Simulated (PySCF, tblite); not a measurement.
C6H13P2 (charge +1).
Geometry (GFN2-xTB, Å), atoms numbered from 1 in this order:
```xyz
21
C6H13P2 angstrom
C      0.886    2.532    0.919
C      0.226    2.101   -0.147
P      0.400    0.454   -0.849
C     -1.168   -0.296   -1.287
C     -2.075   -0.702   -0.398
C     -1.939   -0.594    1.068
C      1.513   -0.611    0.114
P      1.234   -2.420   -0.403
H      1.582    1.916    1.466
H      0.751    3.536    1.289
H     -0.473    2.732   -0.684
H      1.016    0.637   -2.073
H     -1.324   -0.414   -2.351
H     -2.984   -1.166   -0.759
H     -2.857   -0.208    1.507
H     -1.780   -1.588    1.489
H     -1.105    0.053    1.345
H      1.266   -0.515    1.176
H      2.544   -0.282   -0.040
H      1.896   -2.280   -1.626
H      2.383   -2.869    0.242
```

Structure optimised with GFN2-xTB, isolated species.

Masses are those of the commonest isotopes; rigid-rotor values at the optimised geometry. The values belong to one conformer with, in the numbering `[CH2:1]=[CH:2][P@H+:3](/[CH:4]=[CH:5]\[CH3:6])[CH2:7][PH2:8]`, C1–C2–P3–C4 136°, C2–P3–C4–C5 -69°, C2–P3–C7–P8 164°, P3–C7–P8–H 74° and 167°.

(1) What are A, B and C (cm⁻¹)?

(2) What kind of rotor is it?

(3) Is it planar, by Δ = Ic − Ia − Ib?

(4) Estimate the classical rotational partition function at 25 K, 298.15 K and 500 K.

Answers

(1) Ia = 324.59, Ib = 464.07, Ic = 619.50 u·Å²; 505379 MHz·u·Å²/I gives 1557, 1089 and 815.8 MHz, that is A = 0.05193, B = 0.03633, C = 0.02721 cm⁻¹.

(2) An asymmetric top: κ = (2 × 1089 − 1557 − 815.8)/(1557 − 815.8) = -0.26.

(3) Not planar: Δ = Ic − Ia − Ib = -169.17 u·Å². For a rigid frame Δ = −2 Σ m c², so Σ m c² = 84.58 u·Å² lies off the ab plane: 24.75 from hydrogen and 59.83 from heavier atoms. The atom farthest from that plane is 2.12 Å away.

(4) Point group C1, symmetry number σ = 1; q = (√π/σ)·√((kT/h)³/(ABC)), k/h = 20836.6 MHz/K: 17900 at 25 K, 738000 at 298.15 K, 1600000 at 500 K.

Its lowest GFN2-xTB frequency is 4i cm⁻¹, too small to tell a flat minimum from a shallow saddle. Constants of a rigid frame at the computed geometry: no zero-point averaging, no centrifugal distortion.
